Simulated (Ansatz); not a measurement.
BBr₃. Total charge 0; singlet. Geometry relaxed at PBE0-D4/def2-SVP.

```xyz
4

B     0.000    0.001    0.000
Br    0.181   -0.454   -1.835
Br   -1.719    0.352    0.726
Br    1.538    0.101    1.109
```

(1) Estimate the harmonic wavenumbers at RKS PBE0-D4/def2-SVP (Ansatz, unscaled). Is this a minimum?

## Answers

(1) 152, 152, 287, 387, 856, 856 cm⁻¹. Yes, no mode is imaginary beyond noise. Zero-point energy 16.1 kJ/mol. Hardware: 2 threads of Intel Xeon Platinum 8488C on a shared host. Wall time 56 s.
